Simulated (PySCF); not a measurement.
NICS in isomers of C5H4F2O.

Definitions: NICS(0) = −σiso at the ring centroid; NICS(1) = −σiso and NICS(1)zz = −σzz at ±1 Å along the ring normal z. Level: GIAO PBE0/pcSseg-1 (PySCF, non-relativistic, gas phase) on the GFN2-xTB geometries, one conformer each. Atom numbers follow the mapped SMILES.

**Question.** Order these rings by mean NICS(1)zz, lowest (most negative) first (ppm).
A. ring C4–C5–C6–C7–O8 in `[F:1][CH:2]([F:3])[c:4]1[cH:5][cH:6][cH:7][o:8]1`
B. ring C2–C3–O4–C5–C7–C8 in `[F:1][C:2]1=[CH:3][O:4][C:5]([F:6])=[CH:7][CH2:8]1`
C. ring C5–C6–C7 in `[CH3:1][O:2]/[C:3]([F:4])=[C:5]1[CH:6]=[C:7]\1[F:8]`

**Answer.** A (-27.6), C (-5.0), B (4.8).

| SMILES | ring | NICS(0) | NICS(1) | NICS(1)zz | HOMA | rms pucker (Å) | ring atoms with four or more neighbours |
| --- | --- | --- | --- | --- | --- | --- | --- |
| FC(F)c1ccco1 | 5-membered ring with O; formal bonds all aromatic | -12.4 | -10.8 | -27.6 | 0.49 | 0.00 | 0 |
| CO/C(F)=C1C=C\1F | 3-membered carbocycle; formal bonds 1 double, 2 single | -28.5 | -4.8 | -5.0 | -0.53 | 0.00 | 0 |
| FC1=COC(F)=CC1 | 6-membered ring with O; formal bonds 2 double, 4 single | -1.1 | -0.6 | 4.8 | – | 0.00 | 1 |

NICS(0) gives another order. The isotropic NICS(1) gives the same order. HOMA uses Krygowski's 1993 parameters; it is left out where a ring has a four-coordinate atom, a triple bond, no multiple bond or a kind of bond without parameters. NICS(1) and NICS(1)zz are means over the two faces.
